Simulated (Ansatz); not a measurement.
C4H13NSi⁺, that is SiHMe2(NMe2) with one electron fewer. The state is a doublet with charge 1. Geometry PBE-D4/def2-SVP, that of the neutral singlet; atoms count from 1.

```tsv
atom	x (Å)	y (Å)	z (Å)
Si1	-0.411	0.756	-0.387
H2	-1.241	0.874	-1.643
C3	-1.539	1.146	1.087
H4	-2.390	0.436	1.137
H5	-1.960	2.170	1.010
H6	-0.984	1.077	2.046
C7	1.021	1.987	-0.422
H8	0.628	3.010	-0.597
H9	1.738	1.752	-1.234
H10	1.575	2.007	0.539
N11	0.223	-0.885	-0.389
C12	-0.652	-1.995	-0.705
C13	1.412	-1.267	0.342
H14	-0.111	-2.780	-1.286
H15	-1.505	-1.653	-1.327
H16	-1.078	-2.500	0.200
H17	2.074	-0.393	0.509
H18	1.194	-1.718	1.345
H19	2.005	-2.024	-0.225
```

Problem. Estimate the Mulliken populations from the PBE0/def2-TZVP orbitals of Ansatz.

Solution. 
```json
{"atom": "Si1", "charge (e)": "0.22", "spin (α − β)": "-0.03"}
{"atom": "H2", "charge (e)": "0.06", "spin (α − β)": "0.02"}
{"atom": "C3", "charge (e)": "-0.45", "spin (α − β)": "0.10"}
{"atom": "H4", "charge (e)": "0.17", "spin (α − β)": "0.00"}
{"atom": "H5", "charge (e)": "0.19", "spin (α − β)": "0.01"}
{"atom": "H6", "charge (e)": "0.17", "spin (α − β)": "0.00"}
{"atom": "C7", "charge (e)": "-0.50", "spin (α − β)": "0.01"}
{"atom": "H8", "charge (e)": "0.19", "spin (α − β)": "0.00"}
{"atom": "H9", "charge (e)": "0.18", "spin (α − β)": "0.00"}
{"atom": "H10", "charge (e)": "0.17", "spin (α − β)": "0.00"}
{"atom": "N11", "charge (e)": "0.07", "spin (α − β)": "0.76"}
{"atom": "C12", "charge (e)": "-0.35", "spin (α − β)": "-0.04"}
{"atom": "C13", "charge (e)": "-0.35", "spin (α − β)": "-0.04"}
{"atom": "H14", "charge (e)": "0.21", "spin (α − β)": "0.04"}
{"atom": "H15", "charge (e)": "0.20", "spin (α − β)": "0.00"}
{"atom": "H16", "charge (e)": "0.21", "spin (α − β)": "0.07"}
{"atom": "H17", "charge (e)": "0.19", "spin (α − β)": "0.00"}
{"atom": "H18", "charge (e)": "0.21", "spin (α − β)": "0.07"}
{"atom": "H19", "charge (e)": "0.21", "spin (α − β)": "0.04"}
```
Mulliken values depend strongly on the basis.

Problem. Where does the spin sit?

Solution. Summed by element: Si -0.03, H 0.24, C 0.03, N 0.76, of 1 unpaired in all. Largest on single atoms: N11 0.76, C3 0.10, H18 0.07.

Problem. And the Mayer bond orders between heavy atoms (over 0.3)?

Solution. Si1–C3 0.99 (1.90 Å); Si1–C7 1.06 (1.89 Å); Si1–N11 0.90 (1.76 Å); N11–C12 0.98 (1.45 Å); N11–C13 0.98 (1.45 Å).
